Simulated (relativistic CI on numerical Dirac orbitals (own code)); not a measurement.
**Radial parameters of In V**

Computed by Dirac-Coulomb-Breit CI, KLI orbitals optimised for each configuration, a model potential for QED, valence Slater integrals scaled by 0.85, P86 correlation energy added to each configuration (own radial code, finite nucleus).

Slater integrals F^k, G^k are unscaled and averaged over j, outside the closed core [Ar] 3d10; ζ comes from projecting the Hamiltonian with its Breit term on Σ l·s of the shell.

- 4s2 4p6 4d9: ζ(4d) = 2785.1 cm⁻¹; <r>(4d) = 1.108, <r^2>(4d) = 1.436 (bohr units).
- 4s2 4p6 4d8 5s: F^2(4d,4d) = 92558, F^4(4d,4d) = 61266, ζ(4d) = 2931.1, G^2(4d,5s) = 16882 cm⁻¹; <r>(4d) = 1.087, <r^2>(4d) = 1.382, <r>(5s) = 2.054, <r^2>(5s) = 4.716 (bohr units).
- 4s2 4p6 4d8 4f: F^2(4d,4d) = 92869, F^4(4d,4d) = 61500, ζ(4d) = 2950.1, F^2(4d,4f) = 32553, F^4(4d,4f) = 17978, G^1(4d,4f) = 32645, G^3(4d,4f) = 19157, G^5(4d,4f) = 13198, ζ(4f) = -59.877 cm⁻¹; <r>(4d) = 1.085, <r^2>(4d) = 1.373, <r>(4f) = 2.681, <r^2>(4f) = 8.638 (bohr units).

**Question.** Give the Racah parameters of the d shell in 4s2 4p6 4d8 5s.

**Answer.** B = F²/49 − 5F⁴/441 = 1194 cm⁻¹ and C = 35F⁴/441 = 4862 cm⁻¹; values fitted to spectra at such low charge are typically 15 to 30 % smaller.

In this model ζ of a weakly bound d, f or g electron outside closed shells comes out too small, for d by up to a factor of two or three and at times with the wrong sign; that of an outer p electron is too small as well.

Averages of the first 10 configurations, taken without configuration mixing, which lowers the lowest level and can move excited configurations by several eV; other configurations of the list can lie among them:

```csv
Configuration,Parity,States,Average energy above the lowest level (eV)
4s2 4p6 4d9,even,10,0.4
4s2 4p6 4d8 5s,even,90,22.8
4s2 4p6 4d8 4f,odd,630,50.4
4s2 4p6 4d8 5p,odd,270,32.7
4s2 4p5 4d10,odd,6,69.5
4s2 4p6 4d8 5d,even,450,45.7
4s2 4p6 4d8 6s,even,90,48.2
4s2 4p6 4d8 6p,odd,270,51.9
4s2 4p6 4d8 6d,even,450,57.4
4s2 4p6 4d7 5s 5p,odd,1440,57.9
```
